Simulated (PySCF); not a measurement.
**Question.** Give a PBE0-D3(BJ)/def2-SVP geometry of InChI=1S/C2H7BO2P/c6-3-4-1-2-5-3/h3H,1-2,6H2/q-1. (Charge -1.)

**Answer.** 
```
atom  x, y, z in Å
P1     2.4646   -0.1429   -0.0433
B2     0.6967    0.9362   -0.1629
O3    -0.0224    0.7145    1.1113
C4    -1.1275   -0.0795    0.8588
C5    -0.8959   -0.6461   -0.5483
O6    -0.1603    0.3326   -1.1947
H7     3.1088    0.6491    0.9665
H8     3.1950    0.5054   -1.0984
H9     0.9312    2.1277   -0.4101
H10   -1.2410   -0.8856    1.6157
H11   -2.0747    0.5128    0.8827
H12   -0.3334   -1.6064   -0.4727
H13   -1.8414   -0.8590   -1.0871
```

Any rigid rotation of these coordinates is as good. Atoms count from 1 in this order. The 5-membered ring B2–O3–C4–C5–O6 has internal angles of 104.3° to 108.5° (sum 529°, against 540° for a flat polygon); it is puckered, 0.14 Å rms from its mean plane, widest ring torsion 34°. P1 (three-coordinate phosphorus) is pyramidal (angles 99.0°, 97.8° and 92.3°, sum 289.0°, 0.81 Å off the plane of its three neighbours). B2 (four-coordinate boron) is distorted tetrahedral (angles from 105.0° to 114.1°).

Bonds between heavy atoms (Å): P1–B2 2.075, B2–O3 1.480, O3–C4 1.384, C4–C5 1.534, C5–O6 1.385, B2–O6 1.471.

Level of theory: PBE0-D3(BJ)/def2-SVP geometry optimisation, gas phase (PySCF 2.14.0).

Point group: C1 (no symmetry element, even within 0.4 Å). Not checked by PBE0-D3(BJ)/def2-SVP frequencies. Torsions: H–P1–B2–O3 -69° and -162°, P1–B2–O3–C4 -109°, B2–O3–C4–C5 14°, O3–C4–C5–O6 -30°, C4–C5–O6–B2 34°.

One conformer stands for the species.
